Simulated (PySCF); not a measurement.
Compound: C4H6ClNSi (charge +1 and doublet state).
Numbering: `[CH3:1][C+:2]([CH:3][Cl:4])[SiH2:5][C:6]#[N:7]` (hydrogens: H8, H9, H10 on C1; H11 on C3; H12, H13 on Si5)

Structure used (GFN2-xTB), in Å, numbered top down from 1:
```
atom  x, y, z in Å
C1    -0.4497    1.5668    0.1025
C2    -0.4700    0.0981    0.0344
C3    -1.2940   -0.6680    0.8038
Cl4   -2.5666   -0.0554    1.7201
Si5    0.7520   -0.7843   -1.1640
C6     2.0667   -1.0875    0.1707
N7     2.8922   -1.2816    0.9307
H8    -0.9997    1.9537    0.9565
H9    -0.8696    1.9767   -0.8207
H10    0.5744    1.9459    0.1373
H11   -1.2021   -1.7473    0.8275
H12    1.2998    0.1690   -2.1203
H13    0.2624   -2.0857   -1.5962
```

The hyperfine couplings belong to this conformer and change with its torsions.

The calculation used PySCF 2.14.0, UKS B3LYP, pcH-1 on C Cl H N Si, non-relativistic, mean-field spin-orbit, GIAO. Isolated species at its GFN2-xTB geometry (one conformer only). A GFN2-xTB geometry isn't a minimum of the functional, and hyperfine couplings can be far from their values at a DFT geometry, by a factor of two or more for some ions and for spin on atoms past the first row. No stability test was run, so a lower SCF solution isn't excluded.

Largest spin populations (Mulliken): C2 (+0.38), C3 (+0.28) and Cl4 (+0.24). Three atoms exceed +0.15.

(1) Find Q in a(H) = Q·ρ(C) for the protons on the planar carbons that carry spin.

(2) List the C–H protons on four-coordinate carbons next to a three-coordinate spin centre, with their couplings and θ (C–H bond against the normal to the plane of the centre's neighbours, projected along the bond that joins the two).

(3) What would the freely rotating methyl group on C1 show?

Results:

(1) 
| H | C | ρ(C) | a(H) (G) | a/ρ (G) |
| --- | --- | --- | --- | --- |
| H11 | C3 | +0.282 | -6.71 | -23.8 |

One proton gives one ratio, Q = -23.8 G, and no test of linearity. In every row coupling and population have opposite signs.

(2) 
```json
{"β H": "H8", "on": "C1", "centre": "C2", "θ (°)": "77", "cos²θ": "0.05", "a (G)": "-0.77"}
{"β H": "H9", "on": "C1", "centre": "C2", "θ (°)": "19", "cos²θ": "0.89", "a (G)": "+37.08"}
{"β H": "H10", "on": "C1", "centre": "C2", "θ (°)": "45", "cos²θ": "0.50", "a (G)": "+24.58"}
```

Fitting the Heller–McConnell form a = ρ(B0 + B2 cos²θ), with Mulliken ρ = 0.38, gives B0 = -3.4 G and B2 = 119.2 G, with a largest miss of 3.5 G. By this fit the coupling would be 43.9 G at θ = 0° and -1.3 G at 90°.

(3) Three equal couplings, a 1:3:3:1 quartet. The mean of the three values of this geometry estimates the splitting: 20.3 G, or 57.1 MHz (three bonds 120° apart have a mean cos²θ of 1/2 at any torsion).

Couplings in gauss use g_iso = 2.0116.
